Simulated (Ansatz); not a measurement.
Relaxation of H4O2Sn (7 atoms, charge 0, multiplicity 1), to a largest force component of 0.03 eV/Å in at most 50 steps.

Method: RKS LDA/def2-SVP (Ansatz).

```xyz
7
Properties=species:S:1:pos:R:3
Sn 0.039 0.244 -1.055
O 1.206 -0.095 1.831
H 0.560 -0.758 1.451
H 1.934 -0.186 1.164
H -1.559 1.008 -0.703
O -0.423 -1.385 0.096
H -1.348 -1.353 0.414
```

Question: Where does it end, and by what steps?

Answer: It converged. After 11 steps the energy has fallen by 0.611 eV; O2 moved furthest, 0.65 Å. Joined: Sn1–O2 (3.13 → 2.27 Å).

```json
{"step": "0", "energy less start (eV)": "0.0000", "largest force component (eV/Å)": "1.107", "accepted": "yes"}
{"step": "1", "energy less start (eV)": "-0.1827", "largest force component (eV/Å)": "1.659", "accepted": "yes"}
{"step": "2", "energy less start (eV)": "-0.3480", "largest force component (eV/Å)": "1.671", "accepted": "yes"}
{"step": "3", "energy less start (eV)": "-0.4996", "largest force component (eV/Å)": "1.342", "accepted": "yes"}
{"step": "4", "energy less start (eV)": "-0.5783", "largest force component (eV/Å)": "0.253", "accepted": "yes"}
{"step": "5", "energy less start (eV)": "-0.5915", "largest force component (eV/Å)": "0.360", "accepted": "yes"}
{"step": "6", "energy less start (eV)": "-0.6027", "largest force component (eV/Å)": "0.306", "accepted": "yes"}
{"step": "7", "energy less start (eV)": "-0.6084", "largest force component (eV/Å)": "0.101", "accepted": "yes"}
{"step": "8", "energy less start (eV)": "-0.6107", "largest force component (eV/Å)": "0.053", "accepted": "yes"}
{"step": "9", "energy less start (eV)": "-0.6108", "largest force component (eV/Å)": "0.044", "accepted": "yes"}
{"step": "10", "energy less start (eV)": "-0.6109", "largest force component (eV/Å)": "0.122", "accepted": "yes"}
{"step": "11", "energy less start (eV)": "-0.6111", "largest force component (eV/Å)": "0.014", "accepted": "yes"}
```

```xyz
7
Properties=species:S:1:pos:R:3
Sn 0.218 0.199 -0.869
O 0.946 0.129 1.277
H 0.358 -0.788 1.144
H 1.889 -0.129 1.321
H -1.256 1.099 -0.352
O -0.398 -1.535 0.225
H -1.349 -1.503 0.450
```

Whether the end is a true minimum wasn't checked by a vibrational analysis.

The run took 18 s on 1 thread of Arm Neoverse V1 (shared host), peak memory 0.14 GiB.
